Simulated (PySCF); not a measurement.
Vertical excitations of a molecule C₄H₁₁NSi from TDA-B3LYP/def2-SVPD run with PySCF, as energy in eV (oscillator strength): 5.43 (0.001), 6.10 (0.016), 6.13 (0.074), 6.22 (0.014), 6.54 (0.030), 6.56 (0.037). Lowest triplet (TDA): 5.25 eV. Geometry optimised at B3LYP-D3(BJ)/def2-SVP. One conformer was computed; it need not be the lowest.

Q: Identify the compound among the candidates.
A. CC1CN([SiH3])C1
B. C1CNC[SiH2]C1
C. CC/C([SiH3])=N/C
D. CNC1([SiH3])CC1

A: D, CNC1([SiH3])CC1
